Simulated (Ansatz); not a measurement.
Consider the formal exchange of groups at a C–C bond: `C=C([SiH3])CC` + `Cl[SiH2]Cl` → `CC[SiH](Cl)Cl` + `C=C[SiH3]`.

Computed with Ansatz on PBE0-D4/def2-TZVP structures; ΔE is electronic, products minus reactants. CCSD(T)/CBS adds triple-zeta CCSD(T) − MP2 to the extrapolated MP2 energy (def2 sets, frozen cores). Each species was taken in one conformer, which may not be the lowest.

`C=C([SiH3])CC`:

Z-matrix (Å, degrees):
```
Si
C 1 1.871
H 1 1.489 2 112.1
H 1 1.490 2 110.1 3 119.2
H 1 1.486 2 109.2 3 -120.5
C 2 1.504 1 119.7 3 -67.1
C 2 1.333 1 118.8 3 113.4
C 6 1.524 2 113.3 1 62.2
H 6 1.097 2 109.0 1 -59.1
H 6 1.095 2 109.1 1 -175.1
H 7 1.089 2 121.4 1 179.5
H 7 1.085 2 122.3 1 -0.3
H 8 1.092 6 110.9 2 59.0
H 8 1.092 6 110.8 2 179.2
H 8 1.093 6 111.6 2 -60.9
```

`Cl[SiH2]Cl`:

Z-matrix (Å, degrees):
```
Si
Cl 1 2.040
Cl 1 2.040 2 110.1
H 1 1.476 2 108.5 3 -118.6
H 1 1.476 2 108.5 3 118.6
```

`CC[SiH](Cl)Cl`:

Z-matrix (Å, degrees):
```
C
C 1 1.526
H 1 1.093 2 111.6
H 1 1.092 2 111.3 3 120.2
H 1 1.092 2 111.0 3 -119.8
Si 2 1.855 1 113.5 3 -58.8
H 2 1.095 1 111.1 3 179.5
H 2 1.096 1 111.0 3 61.4
Cl 6 2.051 2 109.9 1 -60.7
Cl 6 2.049 2 109.9 1 179.6
H 6 1.479 2 113.3 1 59.1
```

`C=C[SiH3]`:

```xyz
9

C     1.057   -0.801    0.791
C     0.185   -0.676   -0.205
Si   -0.832    0.856   -0.479
H     1.222   -0.002    1.509
H     1.644   -1.704    0.937
H     0.066   -1.514   -0.891
H    -0.554    1.445   -1.817
H    -0.500    1.852    0.575
H    -2.286    0.544   -0.420
```

```csv
species,CCSD(T)/CBS(def2) energy (Eh)
`C=C([SiH3])CC`,-447.28557
`Cl[SiH2]Cl`,-1209.93203
`CC[SiH](Cl)Cl`,-1288.47184
`C=C[SiH3]`,-368.76077
```

**Question.** Work out ΔE.

**Answer.** ΔE = (-1288.47184) + (-368.76077) − (-447.28557) − (-1209.93203) = -0.01501 Eh = -9.4 kcal/mol.

Largest T1 diagnostic among the species: 0.011.

At CCSD(T), def2-SVP lies +2.4 kcal/mol from the extrapolated value and def2-TZVPP +0.3 kcal/mol. Leaving LDA and LC-ωPBE aside and taking each functional with its dispersion term where it has one, the values, not all of them listed here, spread over 1.2 kcal/mol, from B97M-V to revPBE-D4. LDA lies +1.3 kcal/mol from PBE without D4.
